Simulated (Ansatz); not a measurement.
Cost and result for the atomization energy of CdFH2N, SMILES `[NH2][Cd][F]` (5 atoms, 4 bonds).

```xyz
5

N     0.312    0.883   -0.481
Cd   -0.455   -0.604    0.610
F    -1.282   -1.933    1.749
H     1.324    0.897   -0.412
H     0.100    0.756   -1.465
```

Charge 0, multiplicity 1. Correlated methods include outer-core shells of Cd, which these sets cover unevenly. Cd: def2 effective core potential. Geometry: relaxed with PBE0-D4/def2-TZVP. It is one conformer, not always the lowest. Program: Ansatz. Hardware: A = 2 threads of an AMD EPYC 7R13 on a shared host; B = 2 threads of an AMD EPYC 7R13 on a shared host and a share of an NVIDIA H100 80 GB. Times are those of one run each, without the atoms' runs, and a repeat can differ threefold. Electronic energies, without spin–orbit coupling; frozen cores. CCSD(T)/CBS adds CCSD(T) − MP2 in def2-TZVPP to the MP2 limit, and its time is that of the two runs behind it. T1 = 0.016. With those shells the extrapolation isn't a true limit. B3LYP takes the VWN-RPA correlation (the form of Gaussian; ORCA's B3LYP/G).

CCSD(T)/CBS is a level of theory with its own doubt, some kJ/mol a heavy atom from the limit and from the frozen cores, so smaller differences don't rank the functionals.

```json
{"level": "PBE-D4/def2-TZVPP (with forces) [A]", "functions": "146", "wall time": "1.3 s"}
{"level": "PBE0-D4/def2-TZVPP [A]", "functions": "146", "wall time": "1.3 s"}
{"level": "B3LYP-D4/def2-TZVPP (with forces) [A]", "functions": "146", "wall time": "1.8 s"}
{"level": "r2SCAN-D4/def2-TZVPP (with forces) [A]", "functions": "146", "wall time": "2.3 s"}
{"level": "B2PLYP/def2-TZVPP [A]", "functions": "146", "wall time": "2.6 s"}
{"level": "ωB97X-V/def2-TZVPP [A]", "functions": "146", "wall time": "3.9 s"}
{"level": "ωB97M-V/def2-TZVPP (with forces) [A]", "functions": "146", "wall time": "4.9 s"}
{"level": "CCSD(T)/def2-TZVPP [B]", "functions": "146", "wall time": "6.5 s"}
{"level": "CCSD(T)/def2-QZVPP [B]", "functions": "262", "wall time": "15 s"}
{"level": "CCSD(T)/CBS(def2)", "functions": "–", "wall time": "21 s"}
```

**Question.** What atomization energy does each give, and how far from CCSD(T)/CBS? (Best estimate.)

**Answer.** Ansatz gave: 
```csv
level,atomization (kJ/mol),difference from CCSD(T)/CBS,per bond
PBE-D4/def2-TZVPP (with forces) [A],1333.7,35.8,8.9
PBE0-D4/def2-TZVPP [A],1276.2,-21.7,-5.4
B3LYP-D4/def2-TZVPP (with forces) [A],1280.3,-17.6,-4.4
r2SCAN-D4/def2-TZVPP (with forces) [A],1293.4,-4.5,-1.1
B2PLYP/def2-TZVPP [A],1267.7,-30.2,-7.6
ωB97X-V/def2-TZVPP [A],1312.6,14.7,3.7
ωB97M-V/def2-TZVPP (with forces) [A],1304.5,6.6,1.6
CCSD(T)/def2-TZVPP [B],1234.1,-63.8,-16.0
CCSD(T)/def2-QZVPP [B],1275.7,-22.2,-5.6
CCSD(T)/CBS(def2),1297.9,0.0,0.0
```

In def2-TZVPP, CCSD(T) changes the Hartree–Fock value by +463.9 kJ/mol (the triples alone add +29.4 kJ/mol) and MP2 by +498.9 kJ/mol; breaking electron pairs costs correlation energy, which Hartree–Fock lacks. From PBE to PBE0 (25 % exact exchange), in def2-TZVPP and without D4, the atomization energy moves by −56.6 kJ/mol: exact exchange takes away binding that semilocal exchange gives to molecules. The D4 term adds +9.9 kJ/mol with B3LYP and +5.0 kJ/mol with PBE0; it sums over pairs of atoms, weighted by their polarisabilities, and B3LYP, whose exchange is more repulsive, gets the larger term.
